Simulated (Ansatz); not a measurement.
ClO+, multiplicity 3 (lowest of 2S+1 = 1, 3, 5 at CCSD(T)/def2-TZVPP on PBE0 minima; our sources give no spin for the ground state, which may be another), most abundant isotopes (15.9949 and 34.9689 u). Constants from fifth-degree fits in 1/R to seven points on the lowest solution found; no spin–orbit coupling, no relativity up to Kr; ω_e x_e and α_e move by some per cent with the fit.

Cores are frozen in the correlated methods. CBS(a, b) extrapolates the correlation energy as X⁻³ and adds the Hartree–Fock energy of set b.

Codes used: Ansatz (Gaussian orbitals). 

```json
[
 {"level": "PBE/def2-TZVPP", "r_e (Å)": "1.4945", "ω_e (cm⁻¹)": "1055.8", "ω_e x_e (cm⁻¹)": "5.62", "α_e (cm⁻¹)": "0.00555"},
 {"level": "CCSD(T)/CBS(aug-cc-pV(T+d)Z, aug-cc-pV(Q+d)Z)", "r_e (Å)": "1.4762", "ω_e (cm⁻¹)": "1080.9", "ω_e x_e (cm⁻¹)": "6.79", "α_e (cm⁻¹)": "0.00609"}
]
```

Derive the rotational constants, the centrifugal constant, the fundamental, the zero-point energy and the force constant.


μ = 10.97493 u.
- PBE/def2-TZVPP: B_e = 16.8576/(μ r_e²) = 0.68768 cm⁻¹; B₀ = B_e − α_e/2 = 0.68491 cm⁻¹; D = 4B_e³/ω_e² = 1.17e-06 cm⁻¹; fundamental ω_e − 2ω_e x_e = 1045 cm⁻¹; zero-point energy ω_e/2 − ω_e x_e/4 = 526 cm⁻¹; k = μ(2πcω_e)² = 721 N/m
- CCSD(T)/CBS(aug-cc-pV(T+d)Z, aug-cc-pV(Q+d)Z): B_e = 16.8576/(μ r_e²) = 0.70489 cm⁻¹; B₀ = B_e − α_e/2 = 0.70184 cm⁻¹; D = 4B_e³/ω_e² = 1.20e-06 cm⁻¹; fundamental ω_e − 2ω_e x_e = 1067 cm⁻¹; zero-point energy ω_e/2 − ω_e x_e/4 = 539 cm⁻¹; k = μ(2πcω_e)² = 755 N/m

Doubts at one or more of the structures used: T1 above 0.05 (CCSD(T)/CBS(aug-cc-pV(T+d)Z, aug-cc-pV(Q+d)Z)).

Ansatz is a program for electronic structure.
